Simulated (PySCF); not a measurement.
## Fractional electron number in La²⁺ (lanthanum, charge +2)

The 5d alpha orbital of [Xe] 5d1 is emptied in steps (occupation f), with all orbitals relaxed, ending at [Xe]. All numbers are calculated (PySCF 2.14, scalar relativity through the core potential, in def2-TZVP with the def2 core potential (46 electrons) (6s4p3d1f, 40 functions)). The exact energy is a straight line in f; departures are measured from the line between the end points of the same method.

| f | UHF (eV) | LDA (eV) | PBE (eV) |
| --- | --- | --- | --- |
| 1 | 0.000 | 0.000 | 0.000 |
| 0.75 | 0.053 | -0.757 | -0.743 |
| 0.5 | 0.069 | -1.013 | -0.993 |
| 0.25 | 0.051 | -0.761 | -0.745 |
| 0 | 0.000 | 0.000 | 0.000 |

Q: For LDA, how does the orbital energy at f = 1 compare with the removal energy?

A: −ε = 15.038 eV against a total-energy difference of 19.058 eV. By Janak's theorem ε = ∂E/∂f, so the gap between them reflects the curvature. Along the path −ε is 17.026 (f = 0.75), 19.048 (f = 0.5), 21.087 (f = 0.25) eV.

| method | E(f=0) − E(f=1) (eV) | −ε at f=1 (eV) | −ε at f=0.5 (eV) |
| --- | --- | --- | --- |
| UHF | 18.139 | 18.426 | 18.134 |
| LDA | 19.058 | 15.038 | 19.048 |
| PBE | 19.081 | 15.130 | 19.076 |

Reference removal energy between the ground levels: 19.177 eV (measured; NIST Atomic Spectra Database, ionization energies). The calculation has no spin-orbit coupling. UHF lacks correlation.
